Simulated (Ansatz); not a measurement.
The same path of BCl2H2N + ClH (8 atoms, charge 0, multiplicity 1) was run twice with different band settings. Lost on the way: Cl7–H8. Made: B1–Cl7, N2–H8.

The calculation used RKS r2SCAN-D4/def2-SVP in Ansatz 0.2.0.

Relaxed end points:

```xyz
8
Properties=species:S:1:pos:R:3
B 0.033 -0.321 0.196
N 0.002 -0.182 1.594
H -0.815 -0.446 2.136
H 0.853 -0.077 2.136
Cl 1.542 -0.063 -0.673
Cl -1.445 -0.723 -0.674
Cl -0.712 3.047 1.175
H -0.437 1.801 1.436
```

```xyz
8
Properties=species:S:1:pos:R:3
B -0.099 0.574 0.168
N -0.148 0.164 1.743
H -0.193 -0.855 1.842
H 0.691 0.505 2.222
Cl 1.455 -0.176 -0.457
Cl -1.620 -0.162 -0.548
Cl -0.091 2.409 0.167
H -0.973 0.576 2.189
```

Common settings: movable images 5; climbing image yes; spring 5.0 eV/Å²; optimiser quadratic models (default); start path through a guess of the saddle point; iteration limit 60; end points relaxed.

| run | force threshold |
| --- | --- |
| 1 | 0.05 eV/Å |
| 2 | 0.2 eV/Å |

(1) What does each run give, and how far can it be trusted?

Answers

(1) Run 1: converged after 15 iterations, highest image 0.625 eV above the first end. A vibrational analysis at the climbing image gives one clearly imaginary mode, 886i cm⁻¹: a first-order saddle point.
Run 2: converged after 12 iterations, highest image 0.629 eV above the first end. The threshold of 0.2 eV/Å is loose, so the images may lie well off the minimum-energy path. The order of the stationary point at the top wasn't checked.
The orbitals stay closed-shell, which can raise the energy where a bond breaks towards radicals; this wasn't checked here.
